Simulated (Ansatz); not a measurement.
Ansatz (a quantum-chemistry and plane-wave program) input file for Cd(Me) (CH3Cd), SMILES [Cd][CH3] (connectivity only; charge and spin as stated), neutral, multiplicity 2, PBE/def2-TZVPD. Geometry: B3LYP-D3(BJ)/def2-TZVP. The spin state was assumed, not searched. The isomer is the one that the SMILES or the coordinates give; other isomers of the formula were not compared. The def2 effective core potentials stand for the cores of Cd; spin–orbit coupling is left out.

Ansatz 0.2 input:
```yaml
crystal:
  periodic: [false, false, false]
  atoms:
    - {symbol: Cd, position_ang: [-0.00000000, -0.00000000, -0.38284911]}
    - {symbol: C, position_ang: [-0.00000000, 0.00000000, 1.94372997]}
    - {symbol: H, position_ang: [0.90558105, 0.52283746, 2.23812579]}
    - {symbol: H, position_ang: [0.00000001, -1.04567491, 2.23812579]}
    - {symbol: H, position_ang: [-0.90558105, 0.52283745, 2.23812579]}
basis:
  gaussian:
    orbitals: def2-TZVPD
hamiltonian:
  xc: {name: PBE}
magnetization: {spin_polarized: true, initial_magnetization: 1}
```

Program output:

```
WARN ansatz: RAYON_NUM_THREADS=1 ignored (pool sized by the plan → 1); use --threads N
Functional definition: PBE
integrals: 0.02 GiB planned
696 factors; their error is unknown
mean field: 0.30 GiB planned
mean field evaluation 1: about -5635.2197 eV, gradient 5.1e1 eV
mean field evaluation 2: about -5551.8803 eV, gradient 1.0e2 eV
mean field evaluation 4: about -5648.6510 eV, gradient 8.5e0 eV
mean field evaluation 8: about -5648.9780 eV, gradient 6.8e-2 eV
mean field evaluation 16: about -5648.9610 eV, gradient 3.9e-5 eV
mean field -5648.96098132 eV, -207.5954870601 hartree, gradient 1.1e-5 eV, S^2 0.755038; 0 other end points of the search recorded, 0 dependent functions left out
reference -5648.96102303 eV, -207.5954885930 hartree; 15, 14 occupied and 89, 90 virtual orbitals, 696 factors
Total energy: -5648.96102303 eV, -207.5954885930 hartree
```

The calculation finished and met its thresholds.
